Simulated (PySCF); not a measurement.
**C₆ coefficients of unlike pairs at PBE**

Calculated with PySCF 2.14 from the dipole response of each species, C₆(A,B) = (3/π) ∫ α_A(iu) α_B(iu) du, in atomic units, from isotropic polarisabilities. For ions this is the dispersion term alone; charge-induced terms of lower order in 1/R come first.

```
species           configuration                                        basis      relativity  α (bohr³)  C₆ (like pair)
     Ga  [Ar] 3d10 4s2 4p1 (2P)        aug-cc-pVDZ-PP with ECP10MDF (5s4p3d)  core potential      61.50           512.6
      N       [He] 2s2 2p3 (4S)                       aug-cc-pVTZ (5s4p3d2f)            none      8.023           27.72
    Os⁺  [Xe] 4f14 5d6 6s1 (6D)  aug-cc-pVQZ-PP with ECP60MDF (7s7p6d4f3g2h)  core potential      27.33           227.7
     Rh       [Kr] 4d8 5s1 (4F)    aug-cc-pwCVDZ-PP with ECP28MDF (6s6p5d3f)  core potential      51.66           424.8
```

Estimate C₆ for Rh with N.

The integral gives 101.5. The combination rule 2 C_A C_B / (C_A α_B/α_A + C_B α_A/α_B) gives 96.34 and the geometric mean 108.5.

No spin-orbit coupling is included.

The other pairs:

```
   pair     C₆
Rh, Os⁺  301.8
Os⁺, Ga  317.5
 Os⁺, N  78.86
  N, Ga  105.1
 Rh, Ga  460.3
```
